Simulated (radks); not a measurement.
Results of a calculation; reference values are marked as such.
Ionisation of Sc2+, [Ar] 3d1, to Sc3+, [Ar], under several functionals. Scalar-relativistic Kohn-Sham, spin-polarised, spherical densities, finite nucleus; open shells are filled with parallel spins first; a radial shooting solver on a logarithmic mesh with Libxc functionals.

| functional | E(Sc2+) (hartree) | Exc (hartree) | IE (eV) | -e(HOMO) (eV) | <r> HOMO (bohr) | IE error (eV) |
|---|---|---|---|---|---|---|
| BP86 | -763.65068 | -38.88618 | 25.101 | 18.317 | 1.550 | +0.344 |
| PBEsol | -762.43374 | -37.63874 | 25.043 | 18.255 | 1.558 | +0.287 |
| PW91 | -763.58006 | -38.81282 | 25.193 | 18.382 | 1.566 | +0.436 |
| TASK exchange with Perdew-Wang LDA correlation | -763.25866 | -38.48538 | 23.893 | 17.209 | 1.491 | -0.864 |
| BLYP | -763.59107 | -38.81693 | 25.065 | 18.260 | 1.574 | +0.308 |
| LDA (Slater exchange, Perdew-Zunger correlation) | -761.58689 | -36.76833 | 25.283 | 18.472 | 1.555 | +0.526 |
| LDA (Slater exchange, Perdew-Wang correlation) | -761.59033 | -36.77215 | 25.297 | 18.492 | 1.554 | +0.540 |
| SCAN | -763.64063 | -38.87527 | 24.430 | 17.852 | 1.560 | -0.326 |
| RPBE | -763.51662 | -38.74795 | 25.035 | 18.238 | 1.572 | +0.278 |
| exchange-only PBE | -762.55135 | -37.75226 | 24.100 | 17.439 | 1.609 | -0.657 |

NIST Atomic Spectra Database: 24.757 eV (measured). Closest: RPBE. The Delta-SCF values span 1.40 eV, the total energies 2.06 hartree. The highest occupied level is 3d. Open shells are spherical and high-spin; term and fine-structure splittings are not resolved.
